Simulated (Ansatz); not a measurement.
Stepwise reaction of `[F][Ge]([F])([Cl])[I]` with hydrogen, as a gas-phase model of exchange steps in deposition or etching. ΔE in kJ/mol; ΔG adds harmonic PBE0-D4 terms to CCSD(T)/CBS, at 1 bar.

Gas-phase electronic energies from Ansatz, PBE0-D4/def2-TZVP geometries. CBS: MP2 limit from def2 TZ/QZ plus the TZ coupled-cluster correction, frozen cores. This one scheme is used for every species. Functionals use def2-TZVPP. B3LYP here is the variant with VWN-RPA as its local correlation; programs differ in this. def2 core potentials past Kr. For Ge, I outer-core shells are correlated without core-valence functions, which leaves a few kJ/mol of doubt a bond. Scalar relativity is left out up to krypton.

```json
{"step": "1", "reaction": "`[F][Ge]([F])([Cl])[I]` + H₂ → `[F][GeH]([Cl])[I]` + H–F", "PBE-D4": "37.2", "B3LYP-D4": "40.2", "ωB97M-V": "39.7", "CCSD(T)/CBS": "32.9", "ΔG(500 K)": "32.3"}
{"step": "2", "reaction": "`[F][GeH]([Cl])[I]` + H₂ → `[Cl][GeH2][I]` + H–F", "PBE-D4": "41.8", "B3LYP-D4": "44.2", "ωB97M-V": "42.3", "CCSD(T)/CBS": "35.2", "ΔG(500 K)": "34.8"}
```

By hand: ΔE of the 2 steps together at CCSD(T)/CBS.

(32.9) + (35.2) = 68.1 kJ/mol, or 34.0 kJ/mol a step.

In ΔE the steps differ by no more than 2.3 kJ/mol. All are uphill at CCSD(T)/CBS. ΔG lies between 32.3 and 34.8 kJ/mol a step. PBE-D4 differs from CCSD(T)/CBS by 4.3 to 6.6 kJ/mol a step. Only this route is followed, and other bonds may react first. Isolated molecules leave out the surface, adducts and barriers. Largest T1 diagnostic: 0.011.
